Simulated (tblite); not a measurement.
Species: C5H16GeN2.
Bonds: C1–C2, C2–N3, N3–C4, N3–Ge5, Ge5–N6, N6–C7, N6–C8. Hydrogens: H9, H10, H11 on C1; H12, H13 on C2; H14, H15, H16 on C4; H17, H18 on Ge5; H19, H20, H21 on C7; H22, H23, H24 on C8.

Computed with GFN2-xTB (tblite), gas phase: L-BFGS steps from a force-field or distance-geometry start until the largest atomic force falls under 0.01 eV/Å.

Step 27: E = -724.4534 eV
```
atom  x, y, z in Å  |  force x, y, z in eV/Å
C1     -2.8752   -0.0767    1.0528    0.034   0.031   0.005
C2     -1.7369    0.6587    0.3244    0.026  -0.009   0.021
N3     -1.0097   -0.1896   -0.6060    0.028   0.004   0.001
C4     -1.8348   -0.5801   -1.7317   -0.030  -0.040  -0.019
Ge5     0.7332    0.2258   -1.0411    0.172  -0.022   0.065
N6      1.8436    0.1205    0.4123    0.017   0.002   0.034
C7      2.9320    1.0628    0.5828   -0.059  -0.014  -0.002
C8      2.1977   -1.1702    0.9679   -0.038   0.060  -0.024
H9     -3.7667    0.5448    1.0885    0.014   0.012   0.032
H10    -3.1342   -1.0001    0.5425    0.034   0.033   0.049
H11    -2.5954   -0.3286    2.0707    0.061  -0.021   0.014
H12    -1.0197    1.0396    1.0566    0.022  -0.018  -0.027
H13    -2.1547    1.5260   -0.2113   -0.019  -0.012   0.000
H14    -2.6704   -1.1899   -1.3932   -0.063  -0.055  -0.033
H15    -2.2417    0.2816   -2.2717   -0.026   0.066  -0.025
H16    -1.2452   -1.1740   -2.4244    0.067  -0.041  -0.061
H17     1.0548   -0.7882   -2.1255   -0.017   0.012  -0.005
H18     0.9878    1.6344   -1.5536   -0.048   0.022  -0.026
H19     3.8854    0.6574    0.2156   -0.071   0.066  -0.019
H20     2.7086    1.9855    0.0464    0.025  -0.049   0.047
H21     3.0518    1.2910    1.6481    0.010   0.022  -0.056
H22     1.3350   -1.8333    0.9447   -0.038   0.037  -0.004
H23     2.5244   -1.0348    2.0044   -0.068  -0.091  -0.038
H24     3.0186   -1.6428    0.4081   -0.035   0.006   0.071
```

Step 28: E = -724.4569 eV
```
atom  x, y, z in Å  |  force x, y, z in eV/Å
C1     -2.8684   -0.0760    1.0560    0.025   0.020   0.006
C2     -1.7335    0.6587    0.3254    0.069  -0.018  -0.036
N3     -1.0075   -0.1931   -0.6052    0.083   0.011  -0.043
C4     -1.8337   -0.5818   -1.7324   -0.015  -0.019   0.004
Ge5     0.7371    0.2272   -1.0488    0.114  -0.040   0.097
N6      1.8396    0.1207    0.4128    0.000   0.020   0.028
C7      2.9281    1.0628    0.5835   -0.051  -0.021   0.004
C8      2.1907   -1.1701    0.9711   -0.038   0.063  -0.030
H9     -3.7613    0.5414    1.0953   -0.006   0.053   0.030
H10    -3.1274   -0.9952    0.5406    0.024  -0.017   0.053
H11    -2.5884   -0.3310    2.0727    0.078  -0.031   0.021
H12    -1.0131    1.0420    1.0527    0.019  -0.014  -0.017
H13    -2.1528    1.5224   -0.2144   -0.021   0.002   0.008
H14    -2.6690   -1.1894   -1.3894   -0.065  -0.062  -0.059
H15    -2.2409    0.2841   -2.2671   -0.017   0.030  -0.033
H16    -1.2457   -1.1767   -2.4285    0.031   0.000  -0.015
H17     1.0594   -0.7861   -2.1377   -0.024   0.033   0.022
H18     0.9849    1.6392   -1.5634   -0.042  -0.012  -0.007
H19     3.8803    0.6579    0.2116   -0.072   0.082  -0.016
H20     2.7014    1.9882    0.0519    0.037  -0.069   0.055
H21     3.0516    1.2860    1.6499    0.007   0.022  -0.070
H22     1.3271   -1.8327    0.9470   -0.021   0.044  -0.025
H23     2.5145   -1.0382    2.0089   -0.073  -0.059  -0.034
H24     3.0153   -1.6404    0.4153   -0.042  -0.018   0.058
```

Question: Estimate the geometry and energy of step 29. (The exact step hangs on the optimiser's Hessian estimate; all steps are aligned on step 28, rigid shifts and turns removed.)

Answer: E = -724.4603 eV, largest force 0.126 eV/Å
```
atom  x, y, z in Å  |  force x, y, z in eV/Å
C1     -2.8601   -0.0755    1.0590    0.020   0.007   0.012
C2     -1.7282    0.6587    0.3253    0.089  -0.021  -0.080
N3     -1.0037   -0.1954   -0.6064    0.096   0.014  -0.081
C4     -1.8337   -0.5841   -1.7329    0.006   0.004   0.013
Ge5     0.7434    0.2282   -1.0563    0.018  -0.040   0.089
N6      1.8356    0.1210    0.4121   -0.023   0.032   0.029
C7      2.9232    1.0622    0.5846   -0.025  -0.014   0.013
C8      2.1824   -1.1686    0.9741   -0.034   0.034  -0.022
H9     -3.7546    0.5388    1.1027   -0.004   0.077   0.029
H10    -3.1194   -0.9910    0.5390    0.011  -0.055   0.056
H11    -2.5784   -0.3348    2.0741    0.085  -0.029   0.016
H12    -1.0052    1.0435    1.0485    0.020  -0.006  -0.009
H13    -2.1506    1.5197   -0.2165   -0.013   0.006   0.014
H14    -2.6697   -1.1898   -1.3853   -0.037  -0.050  -0.084
H15    -2.2415    0.2859   -2.2639    0.000  -0.023  -0.027
H16    -1.2476   -1.1807   -2.4322   -0.009   0.043   0.031
H17     1.0624   -0.7827   -2.1513   -0.023   0.047   0.046
H18     0.9833    1.6440   -1.5735   -0.034  -0.051   0.016
H19     3.8738    0.6607    0.2067   -0.047   0.075  -0.020
H20     2.6946    1.9908    0.0604    0.030  -0.057   0.041
H21     3.0509    1.2789    1.6513    0.005   0.024  -0.054
H22     1.3183   -1.8305    0.9500   -0.019   0.042  -0.050
H23     2.5022   -1.0405    2.0130   -0.073  -0.020  -0.012
H24     3.0107   -1.6392    0.4253   -0.041  -0.038   0.032
```

The energy changes by -0.0034 eV. The first-order estimate −F·Δx gives -0.0047 eV and the mean of the old and new forces, exact on a quadratic surface, -0.0034 eV. The step makes an angle of 72° with the force vector and moves no atom by more than 0.014 Å.

What follows is the cost of the whole relaxation. Time: 2.0 s. Hardware: Arm Neoverse N1, one thread, on a shared host.
